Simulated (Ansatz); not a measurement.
Cost and result for the atomization energy of CH6SiTe, SMILES `[SiH3]C[TeH]` (9 atoms, 8 bonds).

```xyz
9

Si   -0.538    0.332   -1.173
C    -0.093   -0.373    0.504
Te    1.722    0.499    1.254
H    -0.715    1.805   -1.076
H    -1.806   -0.279   -1.654
H     0.542    0.043   -2.151
H     0.059   -1.451    0.430
H    -0.887   -0.169    1.223
H     1.717   -0.408    2.643
```

Charge 0, multiplicity 1. Correlated methods include outer-core shells of Te, which these sets cover unevenly. Te takes the def2 core potential. Geometry: relaxed with PBE0-D4/def2-TZVP. Program: Ansatz. All runs use 2 threads of an Arm Neoverse V1 on a shared host. Times are those of one run each, without the atoms' runs, and a repeat can differ threefold. Electronic energies, without spin–orbit coupling; frozen cores. CCSD(T)/CBS adds CCSD(T) − MP2 in def2-TZVPP to the MP2 limit, and its time is that of the two runs behind it. T1 = 0.011. With those shells the extrapolation isn't a true limit. HSE06 is the plane-wave form, built on full-range PBE exchange.

CCSD(T)/CBS is a level of theory with its own doubt, some kJ/mol a heavy atom from the limit and from the frozen cores, so smaller differences don't rank the functionals.

| level | functions | wall time |
| --- | --- | --- |
| LDA (SPW92)/def2-TZVPP | 207 | 1.6 s |
| BLYP-D4/def2-TZVPP | 207 | 2.8 s |
| PBE-D4/def2-TZVPP (with forces) | 207 | 3.4 s |
| HSE06-D4/def2-TZVPP | 207 | 4.1 s |
| CAM-B3LYP-D4/def2-TZVPP | 207 | 4.3 s |
| CCSD(T)/def2-SVP | 88 | 4.6 s |
| BHLYP-D4/def2-TZVPP | 207 | 5.5 s |
| PBE-QIDH/def2-TZVPP | 207 | 7.5 s |
| ωB97X-V/def2-TZVPP | 207 | 12 s |
| ωB97M-V/def2-TZVPP (with forces) | 207 | 17 s |
| MP2/def2-QZVPP | 389 | 23 s |
| CCSD(T)/def2-TZVPP | 207 | 2.1 min |
| CCSD(T)/CBS(def2) | – | 2.5 min |

Question: What atomization energy does each give, and how far from CCSD(T)/CBS? (An estimate is asked.)

Answer: Computed: 
```tsv
level	atomization (kJ/mol)	difference from CCSD(T)/CBS	per bond
LDA (SPW92)/def2-TZVPP	3044.0	310.1	38.8
BLYP-D4/def2-TZVPP	2693.8	-40.1	-5.0
PBE-D4/def2-TZVPP (with forces)	2716.6	-17.3	-2.2
HSE06-D4/def2-TZVPP	2695.9	-38.0	-4.7
CAM-B3LYP-D4/def2-TZVPP	2716.0	-17.9	-2.2
CCSD(T)/def2-SVP	2536.9	-197.0	-24.6
BHLYP-D4/def2-TZVPP	2668.2	-65.7	-8.2
PBE-QIDH/def2-TZVPP	2683.0	-50.9	-6.4
ωB97X-V/def2-TZVPP	2728.1	-5.8	-0.7
ωB97M-V/def2-TZVPP (with forces)	2708.6	-25.3	-3.2
MP2/def2-QZVPP	2690.5	-43.4	-5.4
CCSD(T)/def2-TZVPP	2656.7	-77.2	-9.6
CCSD(T)/CBS(def2)	2733.9	0.0	0.0
```

From BLYP to BHLYP (50 % exact exchange), in def2-TZVPP and without D4, the atomization energy moves by −9.9 kJ/mol: exact exchange takes away binding that semilocal exchange gives to molecules. In def2-TZVPP, CCSD(T) changes the Hartree–Fock value by +658.8 kJ/mol (the triples alone add +33.6 kJ/mol) and MP2 by +646.8 kJ/mol; breaking electron pairs costs correlation energy, which Hartree–Fock lacks. The D4 term adds +32.3 kJ/mol with B3LYP and +16.7 kJ/mol with PBE0; it sums over pairs of atoms, weighted by their polarisabilities, and B3LYP, whose exchange is more repulsive, gets the larger term.

B3LYP here is the variant with VWN-RPA as its local correlation; programs differ in this.

Spin–orbit coupling would lower the free Te atoms strongly, and the atomization energy with them, by more than many differences here.
